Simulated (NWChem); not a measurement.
Species: BeF₂; SMILES [F][Be][F]

```xyz
3

Be     0.0000     0.0000     0.0000
F      0.0000     0.0000     1.3783
F      0.0000     0.0000    -1.3783
```
Atoms are numbered in this order, from 1.

Level: PBE0-D3(BJ)/def2-TZVP (NWChem), optimised geometry, unscaled harmonic frequencies. 

Q: List the harmonic frequencies with IR intensities, and the thermochemistry.

A: 
```
frequency (cm⁻¹)  IR intensity (km/mol)
----------------  ---------------------
342                               160.4
342                               160.4
723                                 0.0
1571                              385.2
```

```json
{
 "zero_point_energy": "4.3 kcal/mol",
 "thermal correction to the enthalpy at 298.15 K (with zero-point energy)": "6.9 kcal/mol",
 "heat capacity Cv": "9.0 cal/(mol K)",
 "entropy at 298.15 K and 1 atm (symmetry number 2)": "54.2 cal/(mol K)",
 "dipole_moment": "0.00 D"
}
```

Rigid rotor and harmonic oscillator.
